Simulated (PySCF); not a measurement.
Sn(H)2(Me)2 (C₂H₈Sn), SMILES [SnH2]([CH3])[CH3].

Geometry optimised at B3LYP-D3(BJ)/def2-SVP. The def2 effective core potentials stand for the cores of Sn; spin–orbit coupling is left out.

Level of theory: TDDFT-B3LYP/def2-SVPD (PySCF).

Vertical excitations. The molecule is in vacuum. State labels are in the subgroup C2v.

Computed lowest excited states:
```
state  symmetry  energy (eV)  λ (nm)      f                                                main pairs
-----  --------  -----------  ------  -----  --------------------------------------------------------
S1           B1         6.97     178  0.026                                            HOMO→LUMO 99 %
S2           A1         7.24     171  0.036                                          HOMO→LUMO+1 92 %
S3           A1         7.32     169  0.000                                          HOMO−1→LUMO 96 %
S4           B1         7.37     168  0.000                      HOMO−1→LUMO+1 66 %, HOMO→LUMO+2 32 %
S5           B2         7.61     163  0.070                                          HOMO−2→LUMO 96 %
S6           B1         7.61     163  0.448    HOMO→LUMO+2 60 %, HOMO−1→LUMO+1 26 %, HOMO→LUMO+3 11 %
S7           A2         7.66     162  0.000                                        HOMO−2→LUMO+1 97 %
S8           A1         7.75     160  0.317                                        HOMO−1→LUMO+2 90 %
S9           B2         7.93     156  0.099                                        HOMO−2→LUMO+2 92 %
S10          A2         8.06     154  0.000                                          HOMO→LUMO+4 97 %
T1           B1         6.50     191      0      HOMO→LUMO+2 69 %, HOMO−1→LUMO+1 14 %, HOMO→LUMO 11 %
T2           A1         6.59     188      0                      HOMO→LUMO+1 57 %, HOMO−1→LUMO+2 35 %
T3           B1         6.87     180      0                                            HOMO→LUMO 86 %
T4           B2         6.89     180      0  HOMO−2→LUMO+2 51 %, HOMO−2→LUMO 25 %, HOMO−2→LUMO+3 12 %
```
Triplets are in the Tamm–Dancoff approximation, which puts them higher than full response would, so one can lie above its singlet here.
